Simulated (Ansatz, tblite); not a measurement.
Spin states of Al2S3, each relaxed with PBE-D4/def2-SVP in Ansatz. Electronic energies in the gas phase.

The xTB rows come from tblite. LC-ωPBE has ω = 0.4 bohr⁻¹. The structure comes from a short search, and lower isomers may exist.

Singlet geometry (C2v within 0.1 Å):

Cartesian coordinates in Å:
```
Al 0.594 -0.443 -1.455
Al -0.969 0.142 1.307
S 2.334 0.108 -2.323
S -1.291 -1.039 -0.510
S -0.668 1.233 2.981
```

Triplet geometry (C2v within 0.1 Å):

Cartesian coordinates in Å:
```
Al -1.182 0.513 0.002
Al 1.120 -0.629 -0.103
S -3.222 0.904 -0.343
S 0.650 1.213 1.052
S 2.635 -2.001 -0.608
```

Quintet geometry (Cs within 0.1 Å):

```xyz
5

Al   -0.399   -0.048   -1.994
Al    0.589    0.363    0.348
S    -1.641    0.768   -0.222
S     0.086   -1.752   -0.508
S     1.365    0.669    2.375
```

⟨S²⟩: triplet 2.02 at PBE0-D4/def2-TZVP (pure 2.00), quintet 6.02 at PBE0-D4/def2-TZVP (pure 6.00).

Run but left out: HF/STO-3G, HF/def2-TZVP, HF/def2-TZVPP, MP2/def2-TZVP, MP2/def2-TZVPP (triplet: a determinant that CCSD turns far, T1 0.065).

Only these spin states were relaxed. The triplet has other bonds than the singlet, so the gap mixes isomer and spin. The quintet has other bonds than the singlet, so the gap mixes isomer and spin.

```json
{"level": "GFN2-xTB", "triplet − singlet (kcal/mol)": "26.3", "quintet − singlet (kcal/mol)": "91.1", "lowest of these": "singlet"}
{"level": "PBE-D4/def2-TZVP", "triplet − singlet (kcal/mol)": "28.3", "quintet − singlet (kcal/mol)": "59.4", "lowest of these": "singlet"}
{"level": "r2SCAN-D4/def2-TZVP", "triplet − singlet (kcal/mol)": "28.2", "quintet − singlet (kcal/mol)": "55.9", "lowest of these": "singlet"}
```

Task: Estimate the rows for GFN1-xTB, PBE0-D4/def2-TZVP, LC-ωPBE/def2-TZVP.

Result: 
```csv
level,triplet − singlet (kcal/mol),quintet − singlet (kcal/mol),lowest of these
GFN1-xTB,67.3,118.4,singlet
PBE0-D4/def2-TZVP,33.0,58.2,singlet
LC-ωPBE/def2-TZVP,37.6,58.1,singlet
```

The xTB methods have no term that favours high spin, so they put low spin too low.
